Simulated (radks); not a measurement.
Results of a calculation; reference values are marked as such.
Kr20+, 16 electrons, occupied as [Ne] 3s1 3p5 (not the ground configuration).

Level of theory: Dirac Kohn-Sham, LDA (Slater exchange, VWN5 correlation), spin-unpolarised, spherical densities, finite nucleus; open shells fill j = l - 1/2 first; Fermi nuclear charge, rms radius 4.1884 fm (a radial shooting solver on a logarithmic mesh with Libxc functionals).

Energy parts (eV):
total: -69373.494
kinetic: 71402.978
electron-nucleus: -153682.313
Hartree: 14720.406
exchange-correlation: -1814.565

Orbitals (lengths in bohr, moments of r in powers of bohr; r(max) is where P^2 peaks):
orbital  occ.  eigenvalue (eV)       <r^4>   r(max)     <r^2>
1s1/2       2        -14952.09  0.00001392  0.02711  0.002324
2s1/2       2        -2667.768    0.002592   0.1540   0.03893
2p1/2       2        -2495.473    0.001756   0.1208   0.02974
2p3/2       4        -2440.940    0.001900   0.1240   0.03109
3s1/2       1        -930.2602     0.08805   0.4325    0.2445
3p1/2       2        -871.3629     0.08325   0.4149    0.2332
3p3/2       3        -859.5947     0.08765   0.4213    0.2396

The highest occupied level is 3p3/2 at -859.59 eV. Summed over all electrons, <r^2> = 1.696 bohr^2, which gives a Langevin (diamagnetic) susceptibility term of -1.34 x 10^-6 cm^3/mol.
